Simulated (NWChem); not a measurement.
System: C₃, singlet; SMILES [C]=C=[C]

```xyz
3

C     -1.2950     0.0651     0.0199
C      0.0005     0.0084     0.0000
C      1.2945    -0.0735    -0.0199
```
Atoms are numbered in this order, from 1.

Program: NWChem. Low-valent species are run as closed-shell singlets; no triplet was tried in these runs. The geometry was optimised at B3LYP/6-31G* (spherical d). Level: M06-2X/def2-SVP with SMD (1 M gas to 1 M solution), gas-phase geometry.

For solvent ethyl acetate:

| Property | Value |
|---|---|
| solvation free energy (kcal/mol) | 1.4 |
| cavity-dispersion-structure term (kcal/mol) | 3.2 |

Task: How do the values read with solvent 1-propanol instead?

Result: The solvation free energy (kcal/mol) is 2.8 and the cavity-dispersion-structure term (kcal/mol) comes out as 4.8.
